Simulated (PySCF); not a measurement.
**A small calculation by hand: dipole moment from atomic charges**

BClH₃N, SMILES ClBN. Atoms are numbered in the order given.

```xyz
6

B      0.5848     0.5254     0.0000
H      1.7693     0.6482     0.0000
Cl    -0.1025    -1.1033     0.0000
N     -0.2552     1.6237     0.0000
H      0.0953     2.5657     0.0000
H     -1.2588     1.5490     0.0000
```
Charge 0, spin multiplicity 1.

Geometry optimised at PBE0-D3(BJ)/def2-TZVP. The values are those of a single conformer.

Charges (e) from ωB97X/def2-TZVPD in PySCF:

| atom | IAO | ESP fit |
|---|---|---|
| B1 | 0.130 | 0.325 |
| H2 | 0.002 | -0.058 |
| Cl3 | -0.135 | -0.188 |
| N4 | -0.571 | -0.848 |
| H5 | 0.290 | 0.386 |
| H6 | 0.284 | 0.382 |

The dipole moment of the full density is 2.67 D.

Q: What dipole moment does each set of point charges give, and which comes closer to that of the density?

A: 
μ = Σ q r, and 1 e Å = 4.8032 D.
IAO: Σ q r = (-0.091, 0.475, 0.000) e Å, |μ| = 2.32 D.
ESP fit: Σ q r = (-0.121, 0.546, 0.000) e Å, |μ| = 2.69 D.
ESP fit comes closer in size. Point charges leave out the atoms' own dipoles (lone pairs, polarised bonds); fits to the potential absorb them, partitions of the density don't.
